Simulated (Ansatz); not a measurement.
`[F][Sn]([SiH3])([SiH3])[SiH3]`. The species carries charge 0 and has multiplicity 1. Sn: def2 effective core potential. Geometry: relaxed with PBE0-D4/def2-TZVP.

```xyz
14

F     1.669    1.299    1.142
Sn    0.316    0.246    0.216
Si    0.658   -2.124    1.157
Si    0.938    0.521   -2.265
Si   -1.892    1.372    0.905
H     2.031   -2.601    0.851
H    -0.330   -3.036    0.519
H     0.442   -2.124    2.627
H     2.305   -0.007   -2.509
H    -0.036   -0.247   -3.087
H     0.877    1.955   -2.649
H    -2.066    1.296    2.378
H    -3.017    0.657    0.243
H    -1.895    2.793    0.471
```

(1) What is the dipole moment at ωB97M-V/def2-TZVPP? (An estimate is asked.)

(2) And with PBE, r2SCAN, B3LYP? (Estimate.)

(3) Give the Mulliken charges with ωB97M-V, B3LYP, r2SCAN in def2-TZVPP. (Estimate.)

Results:

(1) The calculation gave: 2.68 D, with components (-1.86, -1.45, -1.27) D in this frame, pointing from negative to positive charge.

(2) The calculation gave: PBE 2.48 D, r2SCAN 2.59 D, B3LYP 2.65 D.

(3) Ansatz gave: 
| atom | ωB97M-V | B3LYP | r2SCAN |
| --- | --- | --- | --- |
| F1 | -0.50 | -0.51 | -0.50 |
| Sn2 | 0.60 | 0.79 | 0.74 |
| Si3 | -0.03 | 0.03 | 0.07 |
| Si4 | -0.03 | 0.03 | 0.07 |
| Si5 | -0.03 | 0.03 | 0.07 |
| H6 | 0.00 | -0.04 | -0.05 |
| H7 | -0.01 | -0.05 | -0.05 |
| H8 | 0.00 | -0.04 | -0.05 |
| H9 | 0.00 | -0.04 | -0.05 |
| H10 | -0.01 | -0.05 | -0.05 |
| H11 | 0.00 | -0.04 | -0.05 |
| H12 | 0.00 | -0.04 | -0.05 |
| H13 | -0.01 | -0.05 | -0.05 |
| H14 | 0.00 | -0.04 | -0.05 |

B3LYP here is the variant with VWN-RPA as its local correlation; programs differ in this.
